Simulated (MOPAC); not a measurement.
MOPAC input (PM6):

```
PM6 PRECISE GNORM=0.05 LET XYZ GEO-OK AUX(PRECISION=9) THREADS=1
Br2Zn

Zn    0.00000000 1    0.00000000 1    0.00000000 1
Br    0.00000000 1    0.00000000 1    2.24105600 1
Br   -0.00000000 1   -0.00000000 1   -2.24105600 1
```

Output:

```
 *******************************************************************************
 **                                                                           **
 **                              MOPAC v23.2.5                                **
 **                                                                           **
 *******************************************************************************
 ** MOPAC's Digital Object Identifier: https://doi.org/10.5281/zenodo.6511958 **
 **                                                                           **
 ** Please cite the open-source release paper for use of this MOPAC version:  **
 ** J. E. Moussa and J. J. P. Stewart (2026)                                  **
 ** MOPAC: An open-source semiempirical molecular orbital program             **
 ** J. Open Source Softw., 11(119), 8025, https://doi.org/10.21105/joss.08025 **
 *******************************************************************************

                              PM6 CALCULATION RESULTS

 *******************************************************************************
 *  PM6        - The PM6 Hamiltonian to be used
 *  GEO-OK     - OVERRIDE INTERATOMIC DISTANCE AND OTHER SAFETY CHECKS
 *  LET        - OVERRIDE SOME SAFETY CHECKS
 *  PRECISE    - TIGHTER CRITERIA TO BE USED
 *  XYZ        - CARTESIAN COORDINATE SYSTEM TO BE USED
 *  GNORM      - EXIT WHEN GRADIENT NORM DROPS BELOW 0.050
 *  AUX        - OUTPUT AUXILIARY INFORMATION
 *******************************************************************************
PM6 PRECISE GNORM=0.05 LET XYZ GEO-OK AUX(PRECISION=9) THREADS=1
 Br2Zn

   ATOM   CHEMICAL          X               Y               Z
  NUMBER   SYMBOL      (ANGSTROMS)     (ANGSTROMS)     (ANGSTROMS)

     1      Zn          0.00000000  *   0.00000000  *   0.00000000  *
     2      Br          0.00000000  *   0.00000000  *   2.24105600  *
     3      Br         -0.00000000  *  -0.00000000  *  -2.24105600  *

          CARTESIAN COORDINATES

    NO.       ATOM           X           Y           Z

     1        Zn          0.0000      0.0000      0.0000
     2        Br          0.0000      0.0000      2.2411
     3        Br         -0.0000     -0.0000     -2.2411

 General Reference for PM6:
 "Optimization of Parameters for Semiempirical Methods V: Modification of NDDO Approximations
 and Application to 70 Elements", J. J. P. Stewart, J. Mol. Mod., 13, 1173-1213 (2007)
 URL: https://link.springer.com/article/10.1007/s00894-007-0233-4

           Empirical Formula: Zn Br2  =     3 atoms

      MOLECULAR POINT GROUP   :   D*h

      RHF CALCULATION, NO. OF DOUBLY OCCUPIED LEVELS = 8

          Geometry optimization using EF

          DIAGONAL MATRIX USED AS START HESSIAN

 CYCLE:     1  GRAD.:     5.933 HEAT: -32.32273
 CYCLE:     2  GRAD.:     2.127 HEAT: -32.44252
 CYCLE:     3  GRAD.:     0.027 HEAT: -32.45999

     GRADIENT =  0.02687 IS LESS THAN CUTOFF =  0.05000

 -------------------------------------------------------------------------------
 PM6 PRECISE GNORM=0.05 LET XYZ GEO-OK AUX(PRECISION=9) THREADS=1
 Br2Zn

     GEOMETRY OPTIMISED USING EIGENVECTOR FOLLOWING (EF).
     SCF FIELD WAS ACHIEVED

                              PM6 CALCULATION
                                                       MOPAC v23.2.5 Linux

          FINAL HEAT OF FORMATION =        -32.45999 KCAL/MOL =    -135.81258 KJ/MOL

          COSMO AREA              =        112.68 SQUARE ANGSTROMS
          COSMO VOLUME            =         91.76 CUBIC ANGSTROMS

          GRADIENT NORM           =          0.02687          =       0.01552 PER ATOM
          IONIZATION POTENTIAL    =         11.067109 EV
          HOMO LUMO ENERGIES (EV) =        -11.067 -0.919
          NO. OF FILLED LEVELS    =          8
          MOLECULAR WEIGHT        =        225.1880         POINT GROUP:  D*h

          MOLECULAR DIMENSIONS (Angstroms)

            Atom       Atom       Distance
           Br     3   Br     2     4.41671
           Zn     1   Br     2     0.00000
           Br     2   Br     3     0.00000

          SCF CALCULATIONS        =          4

   ATOM   CHEMICAL          X               Y               Z
  NUMBER   SYMBOL      (ANGSTROMS)     (ANGSTROMS)     (ANGSTROMS)

     1      Zn          0.00000000  *   0.00000000  *  -0.00000000  *
     2      Br         -0.00000000  *  -0.00000000  *   2.20835612  *
     3      Br          0.00000000  *  -0.00000000  *  -2.20835612  *

                             CARTESIAN COORDINATES

   1   Zn        0.000000000     0.000000000    -0.000000000
   2   Br       -0.000000000    -0.000000000     2.208356118
   3   Br        0.000000000    -0.000000000    -2.208356118

           Empirical Formula: Zn Br2  =     3 atoms

      MOLECULAR POINT GROUP   :   D*h

                  EIGENVALUES
 -28.33661 -27.37190 -16.73694 -11.64876 -11.43827 -11.43827 -11.06711 -11.06711
  -0.91903  -0.85670  -0.85670   1.37067 112.82362 113.20194 113.20194 113.73284
 113.73284 113.87278 113.87278 114.12845 114.12845 114.53784

              NET ATOMIC CHARGES AND DIPOLE CONTRIBUTIONS

  ATOM NO.   TYPE          CHARGE      No. of ELECS.   s-Pop       p-Pop       d-Pop
    1         Zn           0.345943        1.6541     1.09040     0.56366
    2         Br          -0.172971        7.1730     1.96543     5.20617     0.00138
    3         Br          -0.172971        7.1730     1.96543     5.20617     0.00138
 DIPOLE           X         Y         Z       TOTAL
 POINT-CHG.     0.000     0.000    -0.000     0.000
 HYBRID         0.000     0.000     0.000     0.000
 SUM            0.000     0.000    -0.000     0.000

          ATOMIC ORBITAL ELECTRON POPULATIONS

     Atom    s        px        py        pz      x^2-y^2     xz        z^2       yz        xy
    1 Zn   1.09040   0.08957   0.08957   0.38451
    2 Br   1.96543   1.95510   1.95510   1.29596   0.00000   0.00011   0.00116   0.00011   0.00000
    3 Br   1.96543   1.95510   1.95510   1.29596   0.00000   0.00011   0.00116   0.00011   0.00000

 **********************
 *                    *
 * JOB ENDED NORMALLY *
 *                    *
 **********************

 == MOPAC DONE ==
```

The geometry given is a B3LYP-D3(BJ)/def2-TZVP minimum.
